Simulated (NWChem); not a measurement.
System: AlBrF$_{2}$; SMILES [Al]([F])([Br])[F]

The following NWChem deck was run.

```
start job
memory heap 200 mb stack 900 mb global 1100 mb
geometry units angstroms noautosym nocenter noautoz
  Al     0.000562     0.950272     0.000000
  F      0.001360     1.800913    -1.428634
  F      0.001360     1.800913     1.428634
  Br    -0.001832    -1.280961     0.000000
end
basis spherical
  * library sto-3g
end
dft
  xc b3lyp
  iterations 150
end
property
  response 1 0.0773
end
task dft property
```

STO-3G and 3-21G are far too small for this property and stand as cheap habits. Coordinates come from a PBE-D3(BJ)/def2-SVP optimisation.

Field at 589 nm.

Give the results of this calculation. (B3LYP/STO-3G.) Quantities: isotropic polarisability (bohr³); anisotropy (bohr³).


- isotropic polarisability (bohr³) = 15.6
- anisotropy (bohr³) = 19.5
